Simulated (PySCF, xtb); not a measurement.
B(H)(F)(Et) (C2H6BF), SMILES CCBF.

GFN2-xTB run with xtb 6.7.1 at its own geometry gives an orbital gap of 4.72 eV and a dipole moment of 1.35 D.

Coordinates come from a r2SCAN-D4/def2-SVP optimisation. The values are those of a single conformer.

### Question
What does M06-2X/def2-TZVP in PySCF give? (Estimate from the structure and the level; the computed values follow.)

### Answer
gap 10.27 eV (levels -9.95 and 0.32 eV), dipole 1.31 D.
